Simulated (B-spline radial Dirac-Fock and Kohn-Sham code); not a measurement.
Kohn-Sham estimates against Dirac-Fock for the levels of Pb⁴⁹⁺

System: lead as Pb⁴⁹⁺, [Ar] 3d10 4s2 4p3.

The density-functional columns are spherical, spin-unpolarised Dirac-Kohn-Sham results without Breit or QED terms: −ε is minus the orbital energy of the initial state and ΔSCF the difference of two total energies. The reference in the last column comes from Dirac-Fock energy differences between relaxed states, corrected for Breit and QED terms. All numbers are from a radial B-spline solver, in eV; a selection of levels is shown. For the 1s level of heavy atoms much of the gap between ΔSCF and the reference is the Breit and QED part, -495.2 eV here; for other levels the error of the functional can be larger.

| level | LDA −ε | LDA ΔSCF | Dirac-Fock |
| --- | --- | --- | --- |
| 1s | 90454.0 | 91134.2 | 90649.6 |
| 2s | 18280.1 | 18436.0 | 18485.0 |
| 2p3/2 | 15484.6 | 15649.2 | 15653.2 |
| 3s | 6229.6 | 6294.9 | 6349.7 |
| 3p3/2 | 5454.7 | 5518.2 | 5550.0 |
| 3d3/2 | 5024.5 | 5097.3 | 5093.8 |
| 3d5/2 | 4914.6 | 4985.6 | 4986.1 |
| 4s | 2995.6 | 3029.2 | 3024.8 |
| 4p | 2765.5 | 2798.2 | 2791.0 |

Values without a named source are computed, but for edge energies of neutral atoms, which are taken from tables.
